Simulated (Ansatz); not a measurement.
AlClH₆OSi₂, SMILES `O[SiH]([SiH3])[AlH][Cl]`. Total charge 0; spin multiplicity 1.

Z-matrix (Å, degrees):
```
Si
Si 1 2.342
Al 1 2.451 2 112.5
O 1 1.662 2 109.3 3 120.9
H 1 1.497 2 106.8 3 -119.6
H 2 1.490 1 108.0 3 62.8
H 2 1.487 1 112.1 3 -177.3
H 2 1.488 1 110.7 3 -55.6
Cl 3 2.117 1 110.6 2 125.8
H 3 1.581 1 132.3 2 -53.6
H 4 0.960 1 116.1 2 -137.5
```

Question: What are the harmonic wavenumbers in cm⁻¹ at PBE0-D4/def2-TZVP (Ansatz, finite differences of forces, unscaled)? (Best estimate.)

Answer: The calculation gave: 24, 55, 91, 104, 145, 211, 231, 348, 386, 427, 495, 508, 523, 617, 689, 785, 835, 872, 916, 932, 941, 1943, 2155, 2207, 2219, 2225, 3893.

Question: Is this a minimum?

Answer: Yes, all 27 modes are real.

Question: Give the ideal-gas thermochemistry at 298.15 K and 1 bar (rigid rotor, harmonic oscillator; point group C1, symmetry number 1).

Answer: Zero-point energy 148.2 kJ/mol; H(298) − E = 176.9 kJ/mol; entropy 424.1 J/(mol·K), of which translation 170.5, rotation 123.1, vibration 130.5; G(298) − E = 50.5 kJ/mol. Modes under 100 cm⁻¹ are hindered rotations or soft bends, so the harmonic entropy is rough.

Question: And at 400, 500, 600, 800 and 1000 K?

Answer: 
```csv
T (K),H − E (kJ/mol),S (J/mol/K),G − E (kJ/mol)
400,192.8,469.7,4.9
500,210.1,508.2,-44.1
600,228.6,542.1,-96.6
800,268.7,599.5,-211.0
1000,311.4,647.2,-335.8
```

Question: Rotational constants (cm⁻¹)?

Answer: 0.1143, 0.02782, 0.02468.
